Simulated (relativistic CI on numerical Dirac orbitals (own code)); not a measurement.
Method of calculation: Dirac-Coulomb-Breit CI, separate exchange-only KLI orbitals for each configuration, model QED (radiative potential, 1s self-energy scaled to tabulated hydrogen-like ionisation energies), unscaled Slater integrals (own radial code, finite nucleus).

The strongest absorption lines from the ground level of an ion, among the configurations computed and to levels below about 14100 eV (vacuum wavelength in Å, gf): 0.8820 (0.013), 0.8928 (0.023), 0.9136 (0.048), 0.9141 (0.01), 0.9618 (0.13), 0.9632 (0.027), 1.1319 (0.64), 1.1388 (0.14).

(1) Which ion is it?
A. As XXXII
B. Y XXXVIII
C. Zn XXIX
D. As XXX

Results:

(1) A. As XXXII has 2 electrons and the ground level 1s² ¹S0; the strongest line goes to 1s2p ¹P°1. The pattern of lines fixes the number of electrons, and along that sequence the line energies rise steadily with the charge (about as its square where n changes within one kind of shell, about linearly where n is kept but much faster in heavy ions where fine structure, which grows about as Z⁴, sets the gap, and irregularly where shells cross), which fixes Z. Configurations outside the model, such as inner-shell arrays, can give stronger lines. At this charge energies of transitions that change n are usually good to better than 1 %, and those within a shell (Δn = 0) to a few per cent.

LS names give the leading component of a level, which can be under half, so a name can repeat, a term be missing and a line seem to break the LS rules.
